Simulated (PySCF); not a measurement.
Computed IR spectrum (relative IR intensity) of a molecule C₂H₈O₂Si. Geometry optimised at PBE0-D3(BJ)/def2-SVP. The values are those of a single conformer. All values below come from PBE0-D3(BJ)/def2-SVP in PySCF 2.14.0. Frequencies are harmonic and unscaled.

Lines under 2 % of the strongest are left out, and lines within 2 cm⁻¹ are merged.

```tsv
ν (cm⁻¹)	relative intensity
195	22
246	13
306	5.1
354	13
653	10
704	33
761	6.7
778	18
837	48
859	14
906	100
961	66
1175	39
1180	3.1
1230	75
1271	21
1424	3.1
1474	4.8
2198	63
3000	27
3075	17
3131	11
3949	33
```

Task: Which molecule gave these data?
(A) OCC[SiH2]O
(B) CO[SiH2]OC
(C) CO[SiH](C)O
(D) COCO[SiH3]

Result: C, CO[SiH](C)O
